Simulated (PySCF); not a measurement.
## Vertical excitation energies

C₅H₆ClF₃.
Geometry (GFN2-xTB, Å), atoms numbered from 1 in this order:
```xyz
15
C5H6ClF3 angstrom
F      3.0718   -0.6328   -0.9771
C      1.8112   -0.1946   -0.8791
F      1.0330   -1.1506   -1.4280
F      1.7136    0.8690   -1.7022
C      1.4401    0.1192    0.5372
C      0.2279    0.5035    0.9102
C     -0.9554    0.6625    0.0111
C     -1.8799   -0.5490    0.1092
Cl    -2.5222   -0.7335    1.7652
H      2.2525    0.0028    1.2365
H      0.0456    0.6883    1.9591
H     -1.5068    1.5585    0.3024
H     -0.6511    0.7642   -1.0312
H     -2.7378   -0.4315   -0.5516
H     -1.3469   -1.4681   -0.1328
```

Computed with TDDFT PBE0/def2-SVPD, vertical, gas phase, core orbitals frozen in the response in PySCF 2.14.0, density-fitted response routines.

```tsv
state	E (eV)	ν̃ (cm⁻¹)	f	main configurations (H = HOMO, L = LUMO)
S1	6.58	53080	0.0087	H-1→L (65%), H→L (18%), H-2→L (15%)
S2	6.63	53490	0.060	H→L (41%), H-1→L (33%), H-2→L (25%)
S3	7.31	58920	0.373	H-2→L (58%), H→L (38%)
S4	7.45	60060	0.0069	H-1→L+1 (86%)
S5	7.47	60270	0.0055	H→L+1 (57%), H-2→L+1 (31%)
S6	7.68	61920	0.0042	H-3→L (92%)
S7	7.90	63760	0.0081	H→L+2 (83%)
S8	8.06	65010	0.0012	H-2→L+1 (58%), H→L+1 (34%)
```

Triplets (Tamm–Dancoff): T1 4.21 eV, H→L (76%), H-2→L (20%); T2 6.48 eV, H-1→L (80%), H-2→L (9%); T3 6.65 eV, H-2→L (66%), H→L (19%), H-1→L (12%).

The lowest singlet comes at 188 nm (635 kJ/mol) in the vacuum ultraviolet; it is weak; its leading configuration is HOMO-1→LUMO (65%). The most intense listed level is S3 at 7.31 eV (170 nm, f = 0.373), 0.72 eV above S1. Löwdin shares by element: HOMO carbon 59% or more, chlorine 18% (atoms not listed hold the other 23%); LUMO carbon 75% or more (atoms not listed hold the other 25%). The listed states span 1.48 eV, and the widest gap between neighbours is 0.67 eV (S2 to S3). Weighted by f, the mean energy of these states is 7.22 eV. Of the 8 states listed, 2 reach f = 0.01 and none stays under 0.0005. Only the lowest 8 singlets were computed, as vertical energies without vibronic structure.

The run took 95 s on one thread of an Intel Xeon at 2.70 GHz, on a shared host, and the process peaked at 0.98 GiB of memory.

One conformer stands for the species.
